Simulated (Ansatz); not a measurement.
`OB([SiH3])CF` + `[NH2][Al]([OH])[SH]` → `[NH2][Al]([SH])[O][SiH3]` + `OBCF`  (cleavage of the Si–B bond)

Gas-phase electronic energies from Ansatz, PBE0-D4/def2-TZVP geometries. CCSD(T)/CBS is the MP2 limit (def2-TZVPP, def2-QZVPP) plus CCSD(T) − MP2 in def2-TZVPP, frozen cores. DFT in def2-TZVPP. B3LYP here is the variant with VWN-RPA as its local correlation; programs differ in this. One conformer a species, not always the lowest.

```tsv
level	ΔE (eV)
B3LYP	-1.38
SCS-MP2/def2-TZVPP	-1.49
CCSD/def2-TZVPP	-1.41
HF/CBS(def2)	-1.72
```

(1) What does CCSD(T)/CBS give? (Best estimate.)

Largest T1 diagnostic among the species: 0.013.

## Answers

(1) Ansatz gave: -1.36 eV. The listed levels differ from it by -0.02, -0.13, -0.05, -0.36 eV.

In def2-TZVPP, CCSD(T) changes the Hartree–Fock value by +0.33 eV (the triples alone add +0.04 eV) and MP2 by +0.25 eV. From PBE to PBE0 (25 % exact exchange), in def2-TZVPP and without D4, ΔE moves by −0.11 eV.
